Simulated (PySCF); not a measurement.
Species: C7H9B.
SMILES: `B[C@H]1[C@H]2C=C[C@@H]1C=C2`

Vertical excitations from PySCF (density fitting, frozen core in the response, grid level 2 and gas phase unless stated; continuum runs use non-equilibrium linear response for the excitations) on a GFN2-xTB geometry. Reference run:

| settings | S1, eV (f) | S2, eV (f) | S3, eV (f) | S4, eV (f) | S5, eV (f) | S6, eV (f) | T1, eV (Tamm–Dancoff) | mean α (au) |
| --- | --- | --- | --- | --- | --- | --- | --- | --- |
| PBE0/def2-SVPD, full TDDFT, 6 singlets | 4.10 (0.010) | 4.86 (0.000) | 4.88 (0.003) | 5.69 (0.008) | 5.76 (0.004) | 6.10 (0.005) | 3.39 | 83.5 |

Question: What do these settings give: (1) PBE0/6-31G, TDA, 3 singlets; (2) KT2/6-31++G**, full TDDFT, 12 singlets; (3) PBE0/pcSseg-1, full TDDFT, 12 singlets?

Answer: 
```csv
settings,"S1, eV (f)","S2, eV (f)","S3, eV (f)","S4, eV (f)","S5, eV (f)","S6, eV (f)","T1, eV (Tamm–Dancoff)",mean α (au)
"PBE0/6-31G, TDA, 3 singlets",4.24 (0.015),5.00 (0.003),5.38 (0.000),–,–,–,3.53,69.9
"KT2/6-31++G**, full TDDFT, 12 singlets",3.09 (0.011),4.01 (0.004),4.33 (0.000),5.04 (0.014),5.05 (0.004),5.25 (0.000),–,87.7
"PBE0/pcSseg-1, full TDDFT, 12 singlets",4.12 (0.010),4.90 (0.003),4.94 (0.000),5.73 (0.004),5.82 (0.008),6.14 (0.005),–,76.8
```

(1) S1 moves by +0.14 eV; basis and response scheme change together, so the shift can't be laid on one. (2) S1 moves by -1.01 eV; functional and basis change together, so the shift can't be laid on one. (3) S1 moves by +0.02 eV. States are counted by energy in each run and needn't keep their character from row to row.

All basis functions are spherical, in the Pople sets too. KT2 was designed for NMR shieldings or shifts; total energies of different functionals aren't comparable.

Question: Give the leading configurations of S1 (H = HOMO, L = LUMO) and the HOMO–LUMO gap of each run.

Answer: 
| settings | S1 configurations (weight) | S1 (eV) | orbital gap (eV) | S1 − gap (eV) |
| --- | --- | --- | --- | --- |
| PBE0/def2-SVPD, full TDDFT, 6 singlets | H→L 0.99 | 4.10 | 5.18 | -1.08 |
| PBE0/6-31G, TDA, 3 singlets | H→L 0.99 | 4.24 | 5.31 | -1.07 |
| KT2/6-31++G**, full TDDFT, 12 singlets | H→L 1.00 | 3.09 | 3.00 | +0.09 |
| PBE0/pcSseg-1, full TDDFT, 12 singlets | H→L 0.99 | 4.12 | 5.19 | -1.07 |

One conformer stands for the species.
